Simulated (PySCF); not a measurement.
How methods differ on the ionisation energy of Pt²⁺

Pt²⁺ [Xe] 4f14 5d8 (3F) → Pt³⁺ [Xe] 4f14 5d7 (4F), as a difference of total energies. All numbers are calculated (PySCF 2.14, scalar relativity by spin-free X2C-1e, in ANO-RCC-VTZP). Correlated levels: valence: [Xe] 4f14 frozen. The calculations carry no spin-orbit coupling.

Question: Order these methods by the ionisation energy they give, lowest first.
A. UHF
B. CCSD (valence)
C. CCSD(T) (valence)
D. MP2 (valence)

Answer: A (29.166 eV), B (30.539 eV), C (30.611 eV), D (30.648 eV).

A first-order spin-orbit estimate (lowest level to lowest level, LS coupling) adds -0.079 eV.

Errors of the correlated levels include the incompleteness of this basis and the frozen core.

For comparison: 29 ± 1.6 eV (theoretical estimate listed by NIST; NIST Atomic Spectra Database, ionization energies).
